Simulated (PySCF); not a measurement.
# Bond length, frequency and bond energy of YS by level of theory

State: ²Σ⁺ (doublet), unpaired electrons σ ↑. Set-up: basis Y x2c-TZVPPall, S x2c-TZVPPall; spin-free X2C with a Gaussian nucleus; PySCF 2.14. De refers to Y (4d1 5s2) + S in their high-spin ground configurations, without counterpoise correction. The functionals are run spin-unrestricted. A positive dipole means Y(−)S(+).

| Level | Re (Å) | ωe (cm⁻¹) | De (eV) | μ (D) | CPU s a point (SCF and correlation, without the integrals) |
| --- | --- | --- | --- | --- | --- |
| UHF | 2.294 | 512 | n/a | -7.17 | 5.7 |
| UHF-MP2 | 2.276 | 505 | n/a | n/a | 8.4 |
| UHF-SCS-MP2 | 2.283 | 501 | n/a | n/a | n/a |
| UHF-CCSD | 2.285 | 505 | 4.90 | n/a | n/a |
| UHF-CCSD(T) | 2.294 | 490 | 5.17 | n/a | 180 |
| PBE | 2.276 | 484 | 5.81 | -5.81 | 4.7 |
| BP86 | 2.281 | 482 | 5.75 | -5.88 | 3.4 |
| r²SCAN | 2.272 | 497 | 5.64 | -6.10 | 4.1 |
| PBE0 | 2.262 | 506 | 5.51 | -6.27 | 8.7 |
| B97-3 | 2.278 | 494 | 5.40 | -6.16 | 9.9 |
| M06 | 2.271 | 497 | 5.23 | -6.38 | 38 |
| MN15 | 2.252 | 511 | 5.18 | -6.49 | 7.5 |
| CAM-B3LYP | 2.268 | 508 | 5.20 | -6.70 | 16 |

Which functional lies closest to UHF-CCSD(T) in De, which farthest, and by how much do they differ from it?

Closest is MN15 (-4.2 pm in Re, +4.3 % in ωe, +0.01 eV in De against UHF-CCSD(T) in the same basis), farthest PBE (-1.8 pm in Re, -1.2 % in ωe, +0.64 eV in De). CCSD(T) converges more slowly with the basis than the functionals do and binds too weakly in this one, so the order can change at the basis-set limit.

What does a quarter of exact exchange do here, going from PBE to PBE0?

PBE0 less PBE: -1.4 pm in Re, +4.5 % in ωe, -0.30 eV in De. Exact exchange removes part of the self-interaction that spreads semilocal densities, and in most molecules shortens and stiffens the bond and lowers De; so it does here.

What does all correlation do here, going from UHF to UHF-CCSD(T)?

UHF-CCSD(T) less UHF: +0.0 pm in Re, -4.3 % in ωe. Correlation nearly always deepens the well. The bond length hardly moves.

Correlated steps freeze 19 core orbitals. The metal atom is held in its measured ground configuration; semilocal functionals can put another filling of s and d lower by some tenths of an eV, and De to that atom would be smaller. These are scalar-relativistic numbers at best; spin–orbit coupling would shift them, the dissociation energy most. The state is the lowest single determinant that the PBE0 search found; with open d or f shells the true ground state can be another one.

The whole job (state search and all levels along the bond) took about 27 min on 2 threads of Intel Xeon Platinum 8259CL @ 2.50GHz (shared host), peak memory 7.6 GiB.
